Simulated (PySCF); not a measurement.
Compound: CH12Si4.
Bonds: C1–Si2, Si2–Si3, Si2–Si4, Si2–Si5. Hydrogens: H6, H7, H8 on C1; H9, H10, H11 on Si3; H12, H13, H14 on Si4; H15, H16, H17 on Si5.

Method: PBE0-D3(BJ)/def2-SVP geometry optimisation, gas phase (PySCF); density fitting, grid level 1; the optimiser is geomeTRIC in internal coordinates, started from a GFN2-xTB structure with every atom displaced at random (about 0.01 Å).

Step 0: E = -32717.8659 eV
```
atom  x, y, z in Å  |  force x, y, z in eV/Å
C1     -0.1470   -0.2261   -1.9270   -0.716   1.727   0.073
Si2    -0.0072   -0.0059   -0.0281    0.281   0.001  -1.034
Si3    -0.1954    2.2906    0.3966    0.524  -0.331   0.930
Si4    -1.7286   -1.2268    0.9052   -0.597   0.280   0.423
Si5     2.0953   -0.8751    0.5266   -0.152   0.280   0.483
H6     -1.1253    0.1818   -2.2918    0.457  -0.262   0.246
H7     -0.0890   -1.2450   -2.2302    0.116  -1.309  -0.297
H8      0.6304    0.3461   -2.4622    0.053  -0.084   0.138
H9     -0.0584    2.5666    1.8602   -0.016  -0.090   0.082
H10    -1.4556    2.8706   -0.0100   -0.958   0.189  -0.380
H11     0.8553    3.0886   -0.2425    0.503   0.131  -0.398
H12    -3.0817   -0.7576    0.5016   -0.081   0.303  -0.238
H13    -1.7515   -2.6453    0.5644    0.306  -0.714  -0.279
H14    -1.7516   -1.1440    2.3784    0.172   0.052   0.431
H15     2.2550   -2.2945    0.1907   -0.134  -0.541  -0.237
H16     3.2124   -0.1557   -0.1022    0.247   0.348  -0.388
H17     2.3320   -0.7577    1.9784   -0.004   0.020   0.445
```

Step 1: E = -32718.1053 eV
```
atom  x, y, z in Å  |  force x, y, z in eV/Å
C1     -0.1843   -0.2201   -2.0137    0.046  -0.256  -0.028
Si2    -0.0064   -0.0233   -0.1316   -0.042  -0.021   0.098
Si3    -0.1579    2.2413    0.4597   -0.074  -0.036  -0.105
Si4    -1.7333   -1.2044    0.9361    0.083   0.093  -0.140
Si5     2.0731   -0.8267    0.5946   -0.034  -0.008  -0.132
H6     -1.1565    0.1627   -2.3560   -0.052   0.029   0.024
H7     -0.1150   -1.2854   -2.3103    0.002   0.216   0.098
H8      0.6046    0.3337   -2.5425    0.051   0.026  -0.007
H9     -0.0268    2.4404    1.9340    0.009  -0.024   0.036
H10    -1.4861    2.7827    0.0196    0.062   0.031   0.017
H11     0.9321    3.0045   -0.2269   -0.020   0.041   0.007
H12    -3.0359   -0.6379    0.4675   -0.069  -0.046   0.020
H13    -1.6639   -2.6493    0.5543   -0.037  -0.024   0.018
H14    -1.6639   -1.0873    2.4217    0.023   0.008   0.054
H15     2.1891   -2.2743    0.2310    0.067  -0.008   0.008
H16     3.1553   -0.0582   -0.0989    0.040  -0.044   0.008
H17     2.2649   -0.6877    2.0695   -0.055   0.023   0.026
```

Question: Estimate the geometry and energy of step 2. (The exact step hangs on the optimiser's Hessian estimate; all steps are aligned on step 1, rigid shifts and turns removed.)

Answer: E = -32718.1141 eV, largest force 0.063 eV/Å
```
atom  x, y, z in Å  |  force x, y, z in eV/Å
C1     -0.1801   -0.2193   -2.0145    0.005  -0.027  -0.053
Si2    -0.0085   -0.0234   -0.1369   -0.013   0.002   0.062
Si3    -0.1624    2.2416    0.4530   -0.011  -0.016  -0.016
Si4    -1.7339   -1.2008    0.9314    0.021   0.043  -0.035
Si5     2.0715   -0.8318    0.5826   -0.012  -0.009  -0.039
H6     -1.1542    0.1651   -2.3549    0.009   0.001   0.005
H7     -0.1090   -1.2799   -2.3036    0.001   0.025   0.015
H8      0.6129    0.3350   -2.5400   -0.005  -0.001   0.008
H9     -0.0294    2.4242    1.9313    0.004  -0.015   0.005
H10    -1.4849    2.7969    0.0218    0.013   0.014   0.001
H11     0.9248    3.0182   -0.2232   -0.009   0.015   0.003
H12    -3.0531   -0.6521    0.4815   -0.010  -0.028   0.014
H13    -1.6703   -2.6508    0.5644   -0.015  -0.006   0.008
H14    -1.6465   -1.0763    2.4186    0.014   0.006   0.005
H15     2.2053   -2.2818    0.2327    0.025   0.005   0.003
H16     3.1693   -0.0724   -0.0968    0.010  -0.020   0.002
H17     2.2372   -0.6820    2.0608   -0.026   0.011   0.011
```

The energy changes by -0.0088 eV. The first-order estimate −F·Δx gives -0.0137 eV and the mean of the old and new forces, exact on a quadratic surface, -0.0091 eV. The step makes an angle of 65° with the force vector and moves no atom by more than 0.030 Å.

What follows is the cost of the whole optimisation. Time: 2.9 min; peak memory 0.61 GiB. Hardware: an Intel Xeon at 2.50 GHz with one thread, no GPU, shared host.
